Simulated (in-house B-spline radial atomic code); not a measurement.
Whole-atom quantities along the 24-electron series, configuration [Ar] 3d6. Breit and QED terms are first order and not part of the total energy; the density at the nucleus is averaged over the nuclear charge. Computed with a B-spline radial code for spherical atoms: Dirac-Hartree-Fock, average of the configuration, finite nuclei.

| ion | Z | E/Z² (Eh) | Σ<r²> (bohr²) | n(0)/Z³ (bohr⁻³) | Lamb diamagnetic shielding (ppm) | repulsion over attraction | Breit energy (eV) | self-energy (eV) | vacuum polarisation (eV) | Dirac less non-relativistic energy (Eh) |
| --- | --- | --- | --- | --- | --- | --- | --- | --- | --- | --- |
| Fe2+ | 26 | -1.8796 | 15.927 | 0.84715 | 2066.96 | 0.15454 | 12.688 | 9.2655 | -0.77876 | -9.0916 |
| Co3+ | 27 | -1.9067 | 12.936 | 0.86288 | 2170.61 | 0.15143 | 14.431 | 10.569 | -0.90724 | -10.692 |
| Ni4+ | 28 | ? | ? | ? | ? | ? | ? | ? | ? | ? |
| Cu5+ | 29 | -1.9574 | 9.3417 | 0.89623 | 2377.83 | 0.14484 | 18.409 | 13.559 | -1.2121 | -14.538 |
| Zn6+ | 30 | ? | ? | ? | ? | ? | ? | ? | ? | ? |
| Ga7+ | 31 | -2.004 | 7.1888 | 0.93189 | 2585.72 | 0.13828 | 23.09 | 17.102 | -1.5896 | -19.367 |
| Ge8+ | 32 | -2.0258 | 6.4018 | 0.95044 | 2690.08 | 0.13509 | 25.714 | 19.099 | -1.8091 | -22.201 |
| As9+ | 33 | -2.0468 | 5.7448 | 0.97053 | 2794.75 | 0.13198 | 28.536 | 21.257 | -2.0512 | -25.344 |
| Se10+ | 34 | -2.0669 | 5.1889 | 0.99108 | 2899.79 | 0.12897 | 31.564 | 23.583 | -2.3176 | -28.816 |
| Br11+ | 35 | -2.0862 | 4.7131 | 1.0128 | 3005.2 | 0.12604 | 34.806 | 26.084 | -2.6099 | -32.644 |
| Kr12+ | 36 | -2.1049 | 4.3022 | 1.0354 | 3111.02 | 0.12321 | 38.27 | 28.769 | -2.9299 | -36.85 |
| Rb13+ | 37 | -2.1229 | 3.9442 | 1.0591 | 3217.28 | 0.12047 | 41.963 | 31.646 | -3.2795 | -41.46 |
| Sr14+ | 38 | -2.1402 | 3.6302 | 1.0837 | 3323.99 | 0.11783 | 45.894 | 34.723 | -3.6607 | -46.502 |
| Zr16+ | 40 | ? | ? | ? | ? | ? | ? | ? | ? | ? |
| Nb17+ | 41 | -2.1889 | 2.8871 | 1.1627 | 3647.08 | 0.11043 | 59.194 | 45.247 | -5.0154 | -64.494 |

(1) Fill in the row of Ni4+.

(2) Fill in the row of Zn6+.

(3) Fill in the row of Zr16+.

(4) With what power of Z does the column «vacuum polarisation (eV)» change over this range?

Answers

(1) E/Z² (Eh): -1.9326; Σ<r²> (bohr²): 10.875; n(0)/Z³ (bohr⁻³): 0.87991; Lamb diamagnetic shielding (ppm): 2274.18; repulsion over attraction: 0.14816; Breit energy (eV): 16.336; self-energy (eV): 11.998; vacuum polarisation (eV): -1.0513; Dirac less non-relativistic energy (Eh): -12.501.

(2) E/Z² (Eh): -1.9812; Σ<r²> (bohr²): 8.1476; n(0)/Z³ (bohr⁻³): 0.91388; Lamb diamagnetic shielding (ppm): 2481.66; repulsion over attraction: 0.14154; Breit energy (eV): 20.658; self-energy (eV): 15.257; vacuum polarisation (eV): -1.3911; Dirac less non-relativistic energy (Eh): -16.82.

(3) E/Z² (Eh): -2.1732; Σ<r²> (bohr²): 3.1067; n(0)/Z³ (bohr⁻³): 1.1358; Lamb diamagnetic shielding (ppm): 3538.87; repulsion over attraction: 0.11281; Breit energy (eV): 54.502; self-energy (eV): 41.515; vacuum polarisation (eV): -4.5265; Dirac less non-relativistic energy (Eh): -57.99.

(4) A fit of the logarithm of its size against log Z from Z = 26 to 41 has slope 4.09.
